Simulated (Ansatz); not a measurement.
Born–Oppenheimer molecular dynamics of C$_{2}$H$_{10}$OSi (14 atoms, charge 0, multiplicity 1). It starts from a rough guess of a transition structure, not a stationary point.

All numbers below come from UHF/STO-3G (Ansatz).

| Quantity | Value |
| --- | --- |
| ensemble | NVE (velocity Verlet) |
| time step | 0.5 fs |
| steps asked | 150 |
| starting velocities drawn for | 600 K |
| seed | 929408 |

First frame:

```xyz
14
Properties=species:S:1:pos:R:3
Si -0.786 0.804 0.933
C -0.198 -0.782 -0.434
C 0.511 -0.138 -1.617
H -1.801 1.297 -0.043
H 0.120 1.947 0.953
H -1.628 0.331 2.017
H 0.469 -0.650 0.788
O 0.673 -0.229 1.975
H 0.249 -1.775 -0.265
H -1.223 -1.028 -0.705
H 0.019 0.787 -1.904
H 1.545 0.095 -1.375
H 0.515 -0.795 -2.489
H 1.535 0.136 2.165
```

(1) How far do the bonds stretch over the last three quarters of this one trajectory? (Pairs bonded in most of those frames.)

Answers

(1) 
```
  bond  mean (Å)  spread (Å)  shortest  longest
Si1–C2     1.869       0.103      1.72     2.03
Si1–H4     1.436       0.070      1.33     1.54
Si1–H5     1.429       0.034      1.36     1.48
Si1–H6     1.428       0.021      1.39     1.47
 C2–C3     1.546       0.043      1.48     1.62
 C2–H9     1.088       0.025      1.04     1.13
C2–H10     1.087       0.026      1.05     1.13
C3–H11     1.088       0.031      1.04     1.14
C3–H12     1.089       0.018      1.06     1.12
C3–H13     1.090       0.023      1.05     1.14
 H7–O8     1.033       0.101      0.84     1.25
O8–H14     1.014       0.076      0.89     1.15
```

Mean temperature of the second half: 2559 K. The conserved energy stayed within 4 meV per atom of its start (net change -0.77 meV per atom), so there is no drift, though single steps change it by up to 60 meV in the whole system, a sign of fast motions only just resolved. The system heated up, since it started high on the potential surface and ran downhill. A run of 0.075 ps of so small a system gives no equilibrium averages. The orbitals stay closed-shell, which can raise the energy where a bond breaks towards radicals; this wasn't checked here. Limits of this set-up: minimal basis.

The run took 110 s on 1 thread of Intel(R) Xeon(R) 6975P-C (Granite Rapids), with other jobs on the host, peak memory 0.11 GiB.
